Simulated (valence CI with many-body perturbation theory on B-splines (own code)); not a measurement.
The numbers below are computed, except where a source is named.
A CI+MBPT run for As11+

Level of theory: valence CI with perturbative core correlation (CI+MBPT): four valence electrons over a frozen Dirac-Fock core [Ar], radial functions for each j: 6 s, 6 p, 5 d, 5 f, 1 g, with the one-electron correlation potential Σ1 (screened to all orders), the two-electron term Σ2, Breit, model QED; selected single and double excitations, second order for the rest, scaled by the run's own slope (own B-spline code, finite nucleus).

Command, and the settings that its task file holds:

```sh
python run_cv.py task.json out
```

```
atom As  Z=33  mass_number=75  rms_radius_fm=4.0968
core [Ar]
valence 3d4
avg = 1
basis = S
breit = 1
cap = 10000
capref = 1200
cscale = 1
de = 0.0
dress = 0
eps = 2e-08
extrap = 1
h = 0.27
hh = 1
l2 = 3
lcore = 6
maxit = 60
n2 = 5
natural = 1
nlev = 21
nno = [3, 3, 3, 3, 1]
nroot = 26
nsp = [3, 3, 2, 2, 0]
pt2 = 1
qed = 1
rpa = 1
s1 = 1
s2 = 1
s3 = 0
screen = 1
tol = 2e-05
whole = 1
```

It took 30 s on 1 thread of Intel(R) Xeon(R) Platinum 8259CL CPU @ 2.50GHz (Skylake/Cascade Lake) (shared host).

Log. The first blocks belong to the next ion, which gives the ionisation energy. Fields: 2J, parity (1 odd), roots, reference size, generating configurations, candidates as configurations/state functions, variational space P, stored matrix elements, Davidson steps; e2 is the range of second-order energies in hartree. The first line gives the box (bohr), its intervals, the orbitals and the steps of their self-consistent field. Window is the range of levels sought, series limit the energy at which the first omitted orbital would enter, core excitation an estimate of the first excitation out of the core, left out the lowest levels not solved, and shifts from estimates the range by which levels moved from their first estimate, all in cm⁻¹.

```
rmax 9.6 intervals 62 orbitals 40 references ['3d4', '3d3 4s', '3d3 4p'] scf 5 t 1.4
2J=3 par=0 roots 2 ref 27 generators 5 cand 349/970 P 365/997 nnz 0 it 0
2J=3 par=0 roots 2 ref 27 generators 11 cand 615/1557 P 980/2554 nnz 1.2e+06 it 5
   second order: generators 19 cand 1888/4260 e2 -0.00001 -0.00000
2J=5 par=0 roots 2 ref 29 generators 5 cand 278/959 P 293/988 nnz 0 it 0
2J=5 par=0 roots 2 ref 29 generators 13 cand 552/1572 P 845/2560 nnz 1.3e+06 it 5
   second order: generators 18 cand 2047/5398 e2 -0.00001 -0.00001
2J=7 par=0 roots 2 ref 22 generators 3 cand 310/975 P 322/997 nnz 0 it 0
2J=7 par=0 roots 2 ref 22 generators 9 cand 523/1362 P 845/2359 nnz 0 it 6
   second order: generators 14 cand 1851/4961 e2 -0.00001 -0.00001
reference levels 556, estimated 25, window 78238 1/cm; series limit 1938760, core excitation 692459
2J=0 par=0 roots 3 ref 17 generators 4 cand 109/182 P 991/1795 nnz 0 it 3
2J=0 par=0 roots 3 ref 17 generators 4 cand 116/190 P 1107/1985 nnz 0 it 4
   second order: generators 12 cand 5275/11553 e2 -0.00005 -0.00002
2J=2 par=0 roots 3 ref 36 generators 3 cand 241/1012 P 756/3548 nnz 2.9e+06 it 5
2J=2 par=0 roots 3 ref 36 generators 3 cand 338/1415 P 1094/4963 nnz 5.4e+06 it 4
   second order: generators 7 cand 2264/12784 e2 -0.00002 -0.00001
2J=4 par=0 roots 5 ref 51 generators 4 cand 153/999 P 497/3523 nnz 3e+06 it 4
2J=4 par=0 roots 5 ref 51 generators 4 cand 638/3689 P 1135/7212 nnz 1.1e+07 it 7
   second order: generators 8 cand 2325/19131 e2 -0.00003 -0.00001
2J=6 par=0 roots 5 ref 49 generators 3 cand 137/1011 P 444/3557 nnz 3.2e+06 it 7
2J=6 par=0 roots 5 ref 49 generators 3 cand 649/3995 P 1093/7552 nnz 1.3e+07 it 8
   second order: generators 7 cand 2333/22878 e2 -0.00003 -0.00001
2J=8 par=0 roots 5 ref 42 generators 4 cand 158/1015 P 468/3553 nnz 3.2e+06 it 5
2J=8 par=0 roots 5 ref 42 generators 4 cand 607/3376 P 1075/6929 nnz 1.1e+07 it 7
   second order: generators 9 cand 4474/48712 e2 -0.00004 -0.00002
2J=10 par=0 roots 2 ref 25 generators 2 cand 207/944 P 595/3461 nnz 3.1e+06 it 5
2J=10 par=0 roots 2 ref 25 generators 2 cand 337/1744 P 932/5205 nnz 6.6e+06 it 5
   second order: generators 7 cand 3381/32889 e2 -0.00003 -0.00003
2J=12 par=0 roots 2 ref 14 generators 2 cand 191/824 P 740/3310 nnz 2.8e+06 it 4
2J=12 par=0 roots 2 ref 14 generators 2 cand 120/417 P 860/3727 nnz 3.5e+06 it 6
   second order: generators 5 cand 3113/25432 e2 -0.00003 -0.00003
left out: unestimated 119538, estimated none, shifts from estimates -16 to 34
operators 1.9
```

The Davidson iterations converged.

No measured levels were compared; by estimate terms of the open shell hold to 2 to 4 % of their energy, and close levels can change places. Only levels of the ground parity were solved; by the run's estimate the other parity begins above the list, which can be wrong where configurations are misplaced.

```yaml
Valence_energy: -58.39546 hartree
Ionisation_energy: "333.22 eV (NIST: 333 ± 2.5 eV (theoretical))"
Reference_configurations_for_the_orbitals: 3d4, 3d3 4s, 3d3 4p
Radial_orbitals: 40
Box_radius: 9.551 bohr
Largest_variational_space: 7552
Lowest_levels: 3d4 5D_0 0.0, 3d4 5D_1 1119, 3d4 5D_2 2987, 3d4 5D_3 5312, 3d4 5D_4 7913, 3d4 3P_0 43629, 3d4 3H_4 46752, 3d4 3H_5 49291, 3d4 3P_1 49398, 3d4 3H_6 51273, 3d4 3F_3 52975, 3d4 3F_2 53543, 3d4 3F_4 54525, 3d4 3P_2 57274 cm⁻¹
```

Names give the largest LS component (configuration and term), which can be under half, so a name can repeat, a term be missing and a line seem to break the LS rules; names also repeat where a configuration has a term twice.
